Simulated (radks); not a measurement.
Q: The mean radii <r> (bohr) of the occupied orbitals of an atom or ion are listed with their occupations. Method: Dirac Kohn-Sham, PBEsol, spin-unpolarised, spherical densities, point nucleus; computed with a radial shooting solver on a logarithmic mesh with Libxc functionals.

| orbital | occ. | <r> |
|---|---|---|
| 1s1/2 | 2 | 0.04277 |
| 2s1/2 | 2 | 0.1894 |
| 2p1/2 | 2 | 0.1628 |
| 2p3/2 | 4 | 0.1667 |
| 3s1/2 | 2 | 0.5517 |
| 3p1/2 | 2 | 0.5573 |
| 3p3/2 | 4 | 0.5678 |
| 3d3/2 | 4 | 0.5882 |
| 3d5/2 | 6 | 0.5924 |
| 4s1/2 | 2 | 1.674 |
| 4p1/2 | 1.66667 | 2.069 |
| 4p3/2 | 3.33333 | 2.119 |

Name the element and its charge. Open shells, if any, are shared by 2j + 1.

A: Z = 35, bromine, charge 0: Br in [Ar] 3d10 4s2 4p5. The 1s radius gives Z: for a bare nucleus <r> = (2 gamma + 1)/(2Z) with gamma = sqrt(1 - (Z/c)^2), 0.04191 bohr for Z = 35, and screening makes it slightly larger (0.04277 here). The occupations add up to 35, and the charge is Z minus that.
